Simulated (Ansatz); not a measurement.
Born–Oppenheimer molecular dynamics of BClH₆N₂ (10 atoms, charge 0, multiplicity 1). It starts at the highest image of a converged band. Of that band: The profile has 2 maxima (images 3, 5) with wells between them (image 4): this band takes more than one step, which may be the mechanism or a detour left from its start path. A structure lower than the first end lies on the path between it and the top, so the climb from that side starts below the end, which may itself be a saddle point or a shallow side well. Neighbouring images differ by up to 1.9 eV, so the band resolves the path poorly. A vibrational analysis at the climbing image gives one clearly imaginary mode, 718i cm⁻¹: a first-order saddle point.

Computed with Ansatz, RKS BLYP-D4/def2-SVPD.

```
ensemble                      : NVE (velocity Verlet)
time step                     : 0.5 fs
steps asked                   : 200
starting velocities drawn for : 100 K
seed                          : 8342
```

First frame:

```xyz
10
Properties=species:S:1:pos:R:3
B -0.033 0.230 -0.116
H 0.132 -0.170 1.253
N 1.245 0.019 -0.694
H 1.376 0.169 -1.693
H 2.109 0.102 -0.164
N -1.289 -0.104 -0.680
H -2.156 0.359 -0.424
H -1.378 -0.818 -1.399
Cl -0.391 2.385 0.785
H 0.000 0.728 1.303
```

Task: How far do the bonds stretch over the last three quarters of this one trajectory? (Pairs bonded in most of those frames.)

Result: 
```json
{"bond": "B1–H2", "mean (Å)": "1.225", "spread (Å)": "0.025", "shortest": "1.18", "longest": "1.27"}
{"bond": "B1–N3", "mean (Å)": "1.431", "spread (Å)": "0.014", "shortest": "1.41", "longest": "1.45"}
{"bond": "B1–N6", "mean (Å)": "1.436", "spread (Å)": "0.018", "shortest": "1.41", "longest": "1.47"}
{"bond": "N3–H4", "mean (Å)": "1.021", "spread (Å)": "0.012", "shortest": "1.00", "longest": "1.04"}
{"bond": "N3–H5", "mean (Å)": "1.017", "spread (Å)": "0.007", "shortest": "1.00", "longest": "1.03"}
{"bond": "N6–H7", "mean (Å)": "1.018", "spread (Å)": "0.007", "shortest": "1.01", "longest": "1.03"}
{"bond": "N6–H8", "mean (Å)": "1.022", "spread (Å)": "0.005", "shortest": "1.01", "longest": "1.03"}
{"bond": "Cl9–H10", "mean (Å)": "1.319", "spread (Å)": "0.061", "shortest": "1.22", "longest": "1.42"}
```

Mean temperature of the second half: 1094 K. The conserved energy stayed within 0.13 meV per atom of its start (net change 0.056 meV per atom), so the integration is sound. The kinetic energy rose, since the run started high on the potential surface and went downhill. It ends in pieces (BH5N2 + ClH), so much of that is their flight and rotation, not heat. A run of 0.1 ps of so small a system gives no equilibrium averages. The orbitals stay closed-shell, which can raise the energy where a bond breaks towards radicals; this wasn't checked here.

Time of the run: 3.7 min on 4 threads of Arm Neoverse V2, on a shared host, peak memory 0.17 GiB.
